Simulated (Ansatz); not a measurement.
C2H4AlClGe, SMILES `Cl[C]1=[CH][GeH2][AlH]1`. Charge 0, multiplicity 1.

```xyz
9

Cl   -2.788    0.620    0.927
C    -1.179    0.378    0.320
C    -0.445   -0.703    0.646
Ge    1.317   -0.589   -0.254
Al    0.005    1.383   -0.860
H    -0.810   -1.490    1.306
H     2.474   -0.567    0.763
H     1.550   -1.784   -1.199
H    -0.124    2.751   -1.648
```

(1) What are the harmonic wavenumbers in cm⁻¹ at PBE0-D4/def2-TZVP (Ansatz, finite differences of forces, unscaled)? (Best estimate.)

(2) Is this a minimum?

(3) Give the ideal-gas thermochemistry at 298.15 K and 1 bar (rigid rotor, harmonic oscillator; point group Cs, symmetry number 1).

(4) And at 400, 500, 600, 800 and 1000 K?

(5) Rotational constants (cm⁻¹)?

Answers

(1) Computed: 108, 218, 254, 271, 335, 390, 471, 474, 548, 602, 640, 687, 876, 886, 901, 1177, 1523, 1933, 2124, 2124, 3134.

(2) Yes, all 21 modes are real.

(3) Zero-point energy 117.7 kJ/mol; H(298) − E = 138.6 kJ/mol; entropy 353.3 J/(mol·K), of which translation 172.4, rotation 120.4, vibration 60.5; G(298) − E = 33.2 kJ/mol.

(4) 
```json
{"T (K)": "400", "H − E (kJ/mol)": "151.0", "S (J/mol/K)": "388.9", "G − E (kJ/mol)": "-4.6"}
{"T (K)": "500", "H − E (kJ/mol)": "164.7", "S (J/mol/K)": "419.5", "G − E (kJ/mol)": "-45.1"}
{"T (K)": "600", "H − E (kJ/mol)": "179.6", "S (J/mol/K)": "446.6", "G − E (kJ/mol)": "-88.4"}
{"T (K)": "800", "H − E (kJ/mol)": "211.8", "S (J/mol/K)": "492.9", "G − E (kJ/mol)": "-182.5"}
{"T (K)": "1000", "H − E (kJ/mol)": "246.5", "S (J/mol/K)": "531.6", "G − E (kJ/mol)": "-285.0"}
```

(5) 0.1581, 0.03355, 0.02796.
